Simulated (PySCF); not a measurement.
A calculated (TPSS, PySCF 2.14, x2c-TZVPall, the spin-free X2C one-electron Hamiltonian (Gaussian nucleus)) atom or ion has these occupied shells.

```tsv
shell	electrons	orbital energy (eV)	rms radius, mean of both spins (bohr)
1s α	1	-688.45	0.204
1s β	1	-686.50	0.204
2s α	1	-49.809	1.06
2s β	1	-45.014	1.06
2p α	3	-30.115	1.11
2p β	1	-26.945	1.11
```

**Question.** Name the element and its charge.

**Answer.** F⁺ (fluorine, charge +1), in [He] 2s2 2p4, high-spin 3P determinant.
